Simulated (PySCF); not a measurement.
Sn(H)2(NH2)(NMe2) (C2H10N2Sn), SMILES C[N](C)[SnH2][NH2]. Geometry optimised at PBE-D3(BJ)/def2-SVP. The def2 effective core potentials stand for the cores of Sn; spin–orbit coupling is left out. One conformer was computed; it need not be the lowest.

### Question
Give the equilibrium geometry at PBE-D3(BJ)/def2-SVP (PySCF confirms it by a frequency run) as bond lengths and angles. (Estimate from the structure and the level; the computed values follow.)

### Answer
One answer among several that fit: 
Atoms: Sn1 N2 N3 C4 C5 H6 H7 H8 H9 H10 H11 H12 H13 H14 H15. Bonded distances (Å): Sn1–N2 2.067, Sn1–N3 2.061, Sn1–H6 1.737, Sn1–H7 1.743, N2–H8 1.029, N2–H9 1.029, N3–C4 1.446, N3–C5 1.449, C4–H10 1.117, C4–H11 1.122, C4–H12 1.111, C5–H13 1.117, C5–H14 1.122, C5–H15 1.109. Bond angles (°): N2–Sn1–N3 100.5, N2–Sn1–H6 118.4, N2–Sn1–H7 104.1, N3–Sn1–H6 104.1, N3–Sn1–H7 117.0, H6–Sn1–H7 112.7, Sn1–N2–H8 111.8, Sn1–N2–H9 111.7, H8–N2–H9 106.8, Sn1–N3–C4 119.7, Sn1–N3–C5 117.7, C4–N3–C5 114.2, N3–C4–H10 110.5, N3–C4–H11 114.3, N3–C4–H12 110.9, H10–C4–H11 106.3, H10–C4–H12 107.0, H11–C4–H12 107.5, N3–C5–H13 110.3, N3–C5–H14 114.0, N3–C5–H15 110.0, H13–C5–H14 106.5, H13–C5–H15 107.4, H14–C5–H15 108.2.
Charge 0, spin multiplicity 1.
